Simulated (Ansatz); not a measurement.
Consider the hydrogenolysis of the As–C bond: `C[SiH2]C[AsH2]` + H₂ → `[AsH3]` + `C[SiH2]C`.

Calculated with Ansatz (gas phase, PBE0-D4/def2-TZVP geometries, no zero-point term in ΔE). CCSD(T)/CBS adds triple-zeta CCSD(T) − MP2 to the extrapolated MP2 energy (def2 sets, frozen cores). This one scheme is used for every species. Functionals use def2-TZVPP. B3LYP here is the variant with VWN-RPA as its local correlation; programs differ in this. For As outer-core shells are correlated without core-valence functions, which leaves a few kJ/mol of doubt a bond. Scalar relativity is left out up to krypton. One conformer a species, not always the lowest.

(1) Is it downhill or uphill in electronic energy at CCSD(T)/CBS, and by how much? (Estimate.)

(2) What do these levels give: PBE0-D4, B3LYP-D4, B2PLYP, PBE, r2SCAN, PBE0, MP2/def2-TZVPP, CCSD(T)/def2-TZVPP, HF/def2-QZVPP, SCS-MP2/def2-QZVPP, HF/CBS(def2), CCSD/CBS(def2)? (Best estimate.)

Largest T1 diagnostic among the species: 0.011.

Results:

(1) Computed: Downhill: ΔE = -11.6 kcal/mol.

(2) Computed: PBE0-D4 -12.7, B3LYP-D4 -12.8, B2PLYP -14.0, PBE -14.1, r2SCAN -13.4, PBE0 -14.6, MP2/def2-TZVPP -9.8, CCSD(T)/def2-TZVPP -11.9, HF/def2-QZVPP -18.7, SCS-MP2/def2-QZVPP -11.2, HF/CBS(def2) -18.7, CCSD/CBS(def2) -13.0 kcal/mol.

In def2-TZVPP, CCSD(T) changes the Hartree–Fock value by +6.8 kcal/mol (the triples alone add +1.4 kcal/mol) and MP2 by +8.9 kcal/mol. The D4 term adds +3.5 kcal/mol with B3LYP and +1.9 kcal/mol with PBE0; it sums over pairs of atoms, weighted by their polarisabilities, and B3LYP, whose exchange is more repulsive, gets the larger term.
